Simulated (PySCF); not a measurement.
# Input and output

[TaO2(OH)2]− (singlet). PySCF 2.14.0, RKS B3LYP, Ta def2-SVP with ECP60, O def2-SVP, H def2-SVP; non-relativistic Hamiltonian with scalar-relativistic core potentials where named; density fitting; no spin-orbit coupling. Purpose: singlet excitations, Tamm-Dancoff B3LYP.

```python
mol = gto.M(atom='''
Ta    -0.00000     0.00000    -0.18093
O      0.87656     1.18663     0.84401
O     -0.87656    -1.18663     0.84401
O      1.30509    -1.01981    -1.30605
H      1.19092    -1.98469    -1.27775
O     -1.30509     1.01981    -1.30605
H     -1.19092     1.98469    -1.27775''',
    basis={'Ta': 'def2-SVP', 'O': 'def2-SVP', 'H': 'def2-SVP'},
    ecp={'Ta': 'def2-SVP'},
    charge=-1, spin=0)
mf = dft.RKS(mol, xc='B3LYP')
mf.grids.atom_grid = (50, 194)
mf = mf.density_fit()  # fitting sets: Ta def2-universal-JKFIT, O def2-universal-JKFIT, H def2-universal-JKFIT
mf.conv_tol = 1e-08; mf.max_cycle = 55
mf.kernel(dm0)  # dm0: converged density of the relaxed state
td = mf.TDA(); td.nstates = 8; td.kernel()
```

Run from Python with OMP_NUM_THREADS=2; the lines above give its settings. Where DIIS fails, smearing, a level shift and second-order steps follow.
It took 17 s on 2 threads of AMD EPYC 9R45 96-Core Processor (Zen 5), on a shared host, from an already converged density.

**Question.** Where do the frontier levels lie, over both spins?

**Answer.** HOMO -1.76 eV, LUMO 3.90 eV. 

**Question.** What does the SCF print?

**Answer.** 
```
init E= -359.187075927074
cycle= 1 E= -359.185574692173  delta_E= 0.0015  |g|= 0.124  |ddm|= 0.171
cycle= 2 E= -359.161956476329  delta_E= 0.0236  |g|= 0.364  |ddm|= 0.355
cycle= 3 E= -359.188563521188  delta_E= -0.0266  |g|= 0.037  |ddm|= 0.263
cycle= 4 E= -359.188836922388  delta_E= -0.000273  |g|= 0.00276  |ddm|= 0.0269
cycle= 5 E= -359.188838449109  delta_E= -1.53e-06  |g|= 0.000976  |ddm|= 0.00372
cycle= 6 E= -359.188838680443  delta_E= -2.31e-07  |g|= 0.000107  |ddm|= 0.00116
cycle= 7 E= -359.188838682848  delta_E= -2.41e-09  |g|= 2.78e-05  |ddm|= 9.8e-05
Extra cycle  E= -359.188838681832  delta_E= 1.02e-09  |g|= 7.58e-05  |ddm|= 7.71e-05
converged SCF energy = -359.188838681832
```

**Question.** What are the Mulliken charges and spins?

**Answer.** 
```
atom  charge (e)  spin (e)
 Ta1       0.678     0.000
  O2      -0.511     0.000
  O3      -0.511     0.000
  O4      -0.510     0.000
  H5       0.182     0.000
  O6      -0.510     0.000
  H7       0.182     0.000
```

**Question.** Which singlet excitations follow (Tamm-Dancoff, 8 states)?

**Answer.** 
```json
{"state": "1", "eV": "4.73", "oscillator strength": "0.0130"}
{"state": "2", "eV": "5.45", "oscillator strength": "0.0233"}
{"state": "3", "eV": "5.61", "oscillator strength": "0.0091"}
{"state": "4", "eV": "5.65", "oscillator strength": "0.0045"}
{"state": "5", "eV": "5.88", "oscillator strength": "0.0029"}
{"state": "6", "eV": "5.92", "oscillator strength": "0.0007"}
{"state": "7", "eV": "6.02", "oscillator strength": "0.0079"}
{"state": "8", "eV": "6.38", "oscillator strength": "0.0132"}
```
For an anion in a basis without diffuse functions, states above the detachment energy aren't bound: they are resonances at best, or continuum confined by the basis.
Functionals without range separation put charge-transfer states too low; the basis has no diffuse functions.

The geometry was relaxed with TPSS (Ta def2-SVP with ECP60, O def2-SVP, H def2-SVP).
